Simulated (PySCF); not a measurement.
Computed IR spectrum (relative IR intensity) of a molecule C₄H₈BN. Geometry: PBE-D3(BJ)/def2-SVP. The values are those of a single conformer. Calculation: PBE-D3(BJ)/def2-SVP in PySCF. Harmonic, unscaled wavenumbers; measured fundamentals usually lie a few per cent lower.

ν (cm⁻¹): 332 (vw), 385 (w), 487 (w), 547 (vs), 603 (w), 609 (m), 639 (m), 877 (w), 1099 (vw), 1146 (w), 1195 (m), 1280 (s), 1351 (m), 1361 (w), 1386 (w), 1417 (w), 1554 (vs), 2156 (m), 2945 (w), 2963 (vw), 2993 (w), 3042 (w), 3061 (m), 3411 (s), 3502 (w), 3602 (w) (against the strongest line: vs over 80 %, s over 45 %, m over 15 %, w over 4 %, vw less)

Task: Pick the molecule that these values belong to.
A) NB1C=CCC1
B) CC1=CB(N)C1
C) C#CCB(C)N
D) C#CBN(C)C

Result: C, C#CCB(C)N
